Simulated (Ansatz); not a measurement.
`[F][AlH][CH2]CCl`, charge 0, multiplicity 1.

Task: Give a relaxed structure at PBE0-D4/def2-TZVP (Ansatz 0.2.0). (An estimate is asked.)

Result: Computed: 
```xyz
10

F     0.524   -0.049    2.537
Al    0.623    1.014    1.275
C     0.038    0.397   -0.485
C    -0.471   -1.019   -0.539
Cl   -0.985   -1.502   -2.196
H     1.183    2.455    1.581
H     0.880    0.524   -1.177
H    -0.732    1.092   -0.842
H     0.287   -1.744   -0.246
H    -1.346   -1.169    0.092
```
Point group Cs.
This is one stationary point; other conformers may exist.
